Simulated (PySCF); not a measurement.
Calculation: M06-2X/def2-TZVP // B3LYP-D3(BJ)/def2-TZVP (PySCF). Isolated molecules, 0 K electronic values unless said otherwise. Delta-SCF ions had no search for a lower state. Excitations are Tamm–Dancoff values on a coarser integration grid. The basis has no diffuse functions, so Rydberg states are missing or too high.

Reference species (SMILES): `N#CC1C=C1` (neutral, multiplicity 1).

- S1 oscillator strength: 0.012
- vertical ionisation energy (Delta-SCF): 11.09 eV
- dipole moment: 4.59 D
- S1–T1 gap (TDA): 1.35 eV

Changed species: `c12c(C1)c2=N`.

Question: What does the change do to the S1 oscillator strength, vertical ionisation energy (Delta-SCF), dipole moment and S1–T1 gap (TDA)?

Answer: the S1 oscillator strength decreases by 0.012, to 0.000; the vertical ionisation energy (Delta-SCF) drops by 1.63 eV, to 9.46 eV; the dipole moment drops by 1.16 D, to 3.43 D; the S1–T1 gap (TDA) falls by 0.14 eV, to 1.21 eV.
